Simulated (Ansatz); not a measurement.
Consider the cleavage of the Si–Si bond: `CB[SiH]([SiH3])Cl` + `OC(O)[SiH3]` → `OC([SiH3])O[SiH3]` + `CB[SiH2]Cl`.

Program: Ansatz. Geometries: PBE0-D4/def2-TZVP. ΔE: electronic, gas phase. CBS: MP2 limit from def2 TZ/QZ plus the TZ coupled-cluster correction, frozen cores. Functionals use def2-TZVPP. B3LYP here is the variant with VWN-RPA as its local correlation; programs differ in this. One conformer a species, not always the lowest.

`CB[SiH]([SiH3])Cl`:

```xyz
13

C    -2.048   -0.418   -1.050
B    -1.292   -0.096    0.260
Si    0.568   -0.727    0.663
Si    2.091    1.052    0.514
Cl    1.203   -2.190   -0.673
H    -3.136   -0.414   -0.955
H    -1.809    0.440   -1.704
H    -1.711   -1.310   -1.581
H    -1.776    0.658    1.061
H     0.663   -1.316    2.029
H     1.748    2.097    1.518
H     2.024    1.656   -0.844
H     3.475    0.570    0.762
```

`OC(O)[SiH3]`:

Z-matrix (Å, degrees):
```
C
O 1 1.409
Si 1 1.910 2 112.0
O 1 1.404 2 112.1 3 -120.7
H 1 1.098 2 104.0 3 119.4
H 2 0.963 1 108.1 3 57.2
H 3 1.489 1 107.3 2 -54.7
H 3 1.484 1 111.7 2 -175.5
H 3 1.485 1 108.7 2 63.3
H 4 0.964 1 108.2 2 -60.5
```

`OC([SiH3])O[SiH3]`:

Z-matrix (Å, degrees):
```
C
Si 1 1.910
O 1 1.409 2 107.5
O 1 1.405 2 112.5 3 123.5
H 1 1.098 2 111.3 3 -120.0
H 2 1.486 1 109.4 3 172.3
H 2 1.484 1 111.0 3 50.7
H 2 1.489 1 106.7 3 -69.5
Si 3 1.658 1 121.7 2 176.8
H 4 0.963 1 108.7 2 -52.6
H 9 1.485 3 112.2 1 -79.2
H 9 1.482 3 105.5 1 161.9
H 9 1.488 3 109.8 1 42.5
```

`CB[SiH2]Cl`:

```xyz
10

C     1.281    0.437   -0.832
B     0.395   -0.605   -0.101
Si   -1.369   -0.066    0.709
Cl   -2.162   -1.491    1.980
H     0.801    1.372   -1.125
H     2.044    0.699   -0.077
H     1.844    0.024   -1.673
H     0.787   -1.732    0.009
H    -2.364    0.163   -0.377
H    -1.256    1.198    1.487
```

CCSD(T)/CBS gives -17.4 kcal/mol.

Another level gave -11.6 kcal/mol. Which?
A. PBE0-D4/def2-TZVPP
B. HF/def2-TZVPP
C. B3LYP-D4/def2-TZVPP
D. PBE/def2-TZVPP

D. PBE -11.6, B3LYP-D4 -17.3, PBE0-D4 -13.0, HF/def2-TZVPP -23.6 kcal/mol.

Largest T1 diagnostic among the species: 0.013.

From PBE to PBE0 (25 % exact exchange), in def2-TZVPP and without D4, ΔE moves by −1.7 kcal/mol. In def2-TZVPP, CCSD(T) changes the Hartree–Fock value by +5.8 kcal/mol (the triples alone add +0.8 kcal/mol) and MP2 by +4.3 kcal/mol.
